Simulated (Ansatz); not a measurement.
A made-up structure of LiInH₂, singlet:

Li1  (-1.966, 1.021, -1.238)
In2  (0.104, -0.053, 0.065)
H3  (-2.788, 2.316, -1.658)
H4  (1.359, 0.805, 0.973)
(Å)

It is relaxed with PBE-D4/def2-SVP and then PBE0-D4/def2-TZVP (Ansatz 0.2.0). Atoms count as bonded within 1.22 times the sum of their covalent radii (H–H: 0.88 Å). The end point is not checked to be a true minimum.

Does its bonding change? (A judgement: the text doesn't fix the answer.)

By the calculation: Yes. Formed: In2–H3; broken: none.

Where it ends: The first stage lowers the energy by 0.91 eV in 13 steps. It ends as LiInH₂ ([H]1[Li][InH]1):
```json
{"atom": "Li1", "x (Å)": "-2.4249", "y (Å)": "0.6929", "z (Å)": "-1.5714"}
{"atom": "In2", "x (Å)": "-0.3041", "y (Å)": "0.2786", "z (Å)": "-0.1868"}
{"atom": "H3", "x (Å)": "-1.4607", "y (Å)": "1.8818", "z (Å)": "-0.8113"}
{"atom": "H4", "x (Å)": "0.8982", "y (Å)": "1.2353", "z (Å)": "0.7112"}
```

Labels in which every atom is bracketed show which atoms are joined, not bond orders.

For scale, one of the runs: PBE0-D4/def2-TZVP relaxation, 76 basis functions, launched by `ansatz run in.yaml --threads 2 --pin off --events-out ev --progress --plain --max-ram 4352MiB`. Hardware: 2 CPU threads of an Arm Neoverse V2, shared host. Wall time about 7 s.
